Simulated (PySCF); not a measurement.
C4H7F, SMILES CC1(F)CC1. Atoms are numbered in the order given.

```xyz
12

C      0.8048     1.3824     0.0000
C     -0.0591     0.1501     0.0000
F     -1.4047     0.4765     0.0000
C      0.3015    -1.0927    -0.7624
C      0.3015    -1.0927     0.7624
H      0.6013     1.9991    -0.8990
H      1.8778     1.1103     0.0000
H      0.6013     1.9991     0.8990
H     -0.5280    -1.6153    -1.2628
H      1.2629    -1.1247    -1.2991
H     -0.5280    -1.6153     1.2628
H      1.2629    -1.1247     1.2991
```

Coordinates come from a PBE-D3(BJ)/def2-SVP optimisation.

The numbers are results of TDDFT-M06-2X/def2-SVPD in PySCF 2.14.0, not measurements.

Vertical excitations. Gas-phase values at a fixed geometry. State labels are in the subgroup Cs.

Q: Give excitation energies, oscillator strengths and character. (Estimate from the structure and the level; the computed values follow.)

A: 
| state | symmetry | energy (eV) | λ (nm) | f | main pairs |
|---|---|---|---|---|---|
| S1 | A" | 7.70 | 161 | 0.016 | HOMO→LUMO 90 % |
| S2 | A' | 8.25 | 150 | 0.015 | HOMO−1→LUMO 66 %, HOMO→LUMO+1 26 % |
| S3 | A" | 8.37 | 148 | 0.010 | HOMO→LUMO+4 52 %, HOMO→LUMO+2 27 % |
| S4 | A' | 8.47 | 146 | 0.001 | HOMO→LUMO+1 69 %, HOMO−1→LUMO 23 % |
| S5 | A" | 8.76 | 142 | 0.000 | HOMO→LUMO+2 62 %, HOMO→LUMO+4 17 %, HOMO→LUMO+3 14 % |
| S6 | A' | 8.93 | 139 | 0.009 | HOMO−1→LUMO+4 52 %, HOMO−1→LUMO+2 30 % |
| S7 | A" | 9.03 | 137 | 0.110 | HOMO−1→LUMO+1 92 % |
| S8 | A" | 9.11 | 136 | 0.001 | HOMO→LUMO+3 77 % |
| S9 | A' | 9.46 | 131 | 0.004 | HOMO−1→LUMO+2 55 %, HOMO−1→LUMO+3 20 %, HOMO−1→LUMO+4 9 % |
| S10 | A" | 9.62 | 129 | 0.034 | HOMO→LUMO+5 80 % |
| T1 | A" | 7.62 | 163 | 0 | HOMO→LUMO 80 %, HOMO→LUMO+4 13 % |
| T2 | A" | 8.16 | 152 | 0 | HOMO→LUMO+4 49 %, HOMO→LUMO+2 13 %, HOMO→LUMO 12 %, HOMO→LUMO+5 8 % |
| T3 | A' | 8.16 | 152 | 0 | HOMO−1→LUMO 45 %, HOMO→LUMO+1 44 % |
| T4 | A' | 8.30 | 149 | 0 | HOMO−1→LUMO 40 %, HOMO→LUMO+1 36 %, HOMO→LUMO+6 7 % |
Triplets are in the Tamm–Dancoff approximation, which puts them higher than full response would, so one can lie above its singlet here.
